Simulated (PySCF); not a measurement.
GaF: a composite coupled-cluster calculation

State: ¹Σ⁺, singlet, closed shell. De refers to Ga + F. RHF-based CCSD(T) in PySCF 2.14 with Ga cc-pwCVDZ-PP with ECP10, F aug-cc-pVDZ and Ga cc-pwCVTZ-PP with ECP10, F aug-cc-pVTZ (frozen core orbitals: 5; scalar-relativistic core potentials). Correlation energies are extrapolated as n⁻³ (n = 2, 3), Hartree–Fock as (n+1)·exp(−9√n). CV is the change on freezing 4 orbitals instead, in Ga cc-pwCVTZ-PP with ECP10, F cc-pwCVTZ.

```tsv
Level	Re (Å)	ωe (cm⁻¹)	ωexe (cm⁻¹)	αe (cm⁻¹)	De (eV)
CCSD(T)/DZ	1.7910	602.1	3.05	0.00277	5.928
CCSD(T)/TZ	1.7772	616.3	3.30	0.00288	6.057
HF/CBS	1.7608	646.2	3.65	0.00294	4.210
MP2/CBS	1.7761	612.7	3.25	0.00289	6.454
CCSD/CBS	1.7696	626.8	3.35	0.00288	5.941
CCSD(T)/CBS	1.7751	617.9	3.29	0.00288	6.122
CCSD(T)/CBS+CV	1.7746	618.2	3.30	0.00289	6.130
```

How much is left between CCSD(T)/TZ and the basis-set limit, and how much do the triples give at the limit?

CCSD(T)/CBS less CCSD(T)/TZ: -2.1 mÅ in Re, +1.6 cm⁻¹ in ωe and +0.065 eV in De. CCSD(T)/CBS less CCSD/CBS: +5.5 mÅ in Re, -8.9 cm⁻¹ in ωe and +0.181 eV in De.

What do the later terms add?

CV: -0.5 mÅ in Re, +0.3 cm⁻¹ in ωe and +0.008 eV in De, each against the row above.

The T1 diagnostic is 0.019. The open-shell atoms are computed with UHF. Spin–orbit coupling, excitations beyond (T) and corrections to the Born–Oppenheimer picture are left out.

The whole job (state search and all basis sets along the bond) took about 10 min on 4 threads of Intel Xeon Platinum 8259CL @ 2.50GHz (shared host), peak memory 4.8 GiB.
